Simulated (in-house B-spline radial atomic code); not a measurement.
# Ionising the nitrogen ion N⁶⁺ with different functionals

Computed with a radial B-spline atomic code at the basis-set limit: non-relativistic Hamiltonian, point nucleus, spin-polarised at highest spin, spherical fractional occupations for the functionals. The ionisation energy is the difference of two self-consistent energies, 1s1 → bare nucleus, without Breit or QED terms; ε is the level of the shell that loses the electron (its least bound occupied spin orbital).

```tsv
method	rung	ΔSCF (eV)	-ε(1s) (eV)
LDA PW92	LDA	659.47	617.42
OLYP	GGA	666.33	622.59
r2SCAN	meta-GGA	666.68	627.33
revTPSS	meta-GGA	666.68	626.21
B3LYP	global hybrid	665.98	631.19
HSE06	range-separated hybrid	665.99	633.06
CAM-B3LYP	range-separated hybrid	665.77	633.06
```

(1) Among the functionals, which spreads more, the ΔSCF values or the orbital energies?

(2) How do they compare with the NIST value?

Answers

(1) The orbital energies: ΔSCF values span about 7.21 eV and the orbital energies 15.64 eV.

(2) NIST lists 667.046 eV (tabulated theory, ground level to ground level). Errors run from -7.57 to -0.36 eV; r2SCAN is closest (-0.36 eV), but part of that can be cancellation, since the calculations leave out relativity, Breit-QED terms.
